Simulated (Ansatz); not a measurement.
Mulliken charges of `C#CS[SiH3]` from PBE/def2-TZVPP in Ansatz (PBE0-D4/def2-TZVP geometry).

```
atom   x (Å)   y (Å)   z (Å)  charge (e)
  C1   2.057   1.118   0.062       0.010
  C2   1.392   0.168   0.388      -0.242
  S3   0.498  -1.174   0.865      -0.109
 Si4  -1.325  -0.606  -0.133       0.223
  H5   2.646   1.956  -0.226       0.211
  H6  -1.811   0.686   0.404      -0.028
  H7  -1.089  -0.504  -1.592      -0.028
  H8  -2.278  -1.701   0.175      -0.037
```

Task: By hand: the dipole of these point charges (1 e Å = 4.8032 D).

Result: Σ q r = (0.058, 0.434, -0.238) e Å, of length 0.498 e Å = 2.39 D.

Task: How does the dipole of the full density compare? (Best estimate.)

Result: Computed: (-0.178, 0.080, -0.112) e Å, 1.08 D; the point charges give 2.21 times that, at 63° from its direction.

Point charges leave out the atoms' own dipoles, such as those of lone pairs, and Mulliken's split depends on the basis, so the two needn't agree.
